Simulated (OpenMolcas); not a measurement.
What dynamic correlation does to the levels of N³⁺

```json
{"Program": "OpenMolcas 26.06", "Basis": "ANO-RCC-VQZP [5s4p3d2f1g]", "Scalar Hamiltonian": "DKH2, point nucleus", "Active space": "2 electrons in 4 orbitals (2s 2p)", "State averaging": "2S+1 = 3 even, 3 roots; 2S+1 = 1 even, 7 roots; 2S+1 = 3 odd, 3 roots; 2S+1 = 1 odd, 3 roots", "Spin-orbit coupling": "RASSI with atomic mean-field integrals over the reference wave functions, term energies averaged over their components"}
```

Methods on the same reference wave functions:
A. CASSCF
B. SS-CASPT2, IPEA 0.25 Eh, imaginary shift 0.1 Eh (closed shells correlated: 1s)
C. MS-CASPT2, IPEA 0.25 Eh, imaginary shift 0.1 Eh (closed shells correlated: 1s)

Energies in eV above 2s2 1S0, the measured ground level; measured values from Moore, Selected Tables of Atomic Spectra, NSRDS-NBS 3, section 4.

| Level | A | B | C | Measured |
| --- | --- | --- | --- | --- |
| 2s2 1S0 | 0.0000 | 0.0000 | 0.0000 | 0.0000 |
| 2s 2p 3P* 0 | 8.4221 | 8.337 | 8.340 | 8.3329 |
| 2s 2p 3P* 1 | 8.4306 | 8.345 | 8.348 | 8.3407 |
| 2s 2p 3P* 2 | 8.4477 | 8.362 | 8.365 | 8.3586 |
| 2s 2p 1P* 1 | 17.6338 | 16.378 | 16.381 | 16.2040 |
| 2p2 3P0 | 22.0294 | 21.783 | 21.786 | 21.7636 |
| 2p2 3P1 | 22.0379 | 21.792 | 21.795 | 21.7726 |
| 2p2 3P2 | 22.0548 | 21.809 | 21.812 | 21.7881 |
| 2p2 1D2 | 24.7342 | 23.550 | 23.553 | 23.4184 |
| 2p2 1S0 | 30.9285 | 29.281 | 29.287 | 29.1821 |

Deviations, from unrounded energies. A percentage is the sum of absolute deviations over the sum of measured energies, with the sign that they share, or ± where signs differ.

```csv
Against measurement,Levels,A,B,C
mean absolute deviation (cm-1),9,5000,430,450
other configurations (%),9,+3.5,+0.3,+0.3
```

B lies closest to measurement on these levels and A furthest from it. The largest miss of B in the table is 2s 2p 1P* 1, by +1400 cm-1. The ranking rests on the paired levels alone, and a cruder setting can come out closer through cancelling errors.

Between B and C the level of the table that moves most is 2p2 1S0, by 48 cm-1 (lowest in B, highest in C).

The lowest spin-free term lies below A's lowest term by 0.017 hartree in B, 0.017 hartree in C.

Measured partners are found by configuration, term and J. A level has none where our copy of the source lacks it or the pairing is in doubt (some pairs that miss far off the trend of their configuration count as doubtful), and it then counts in no deviation. Levels of configurations outside the active space are missing.

* marks odd parity.
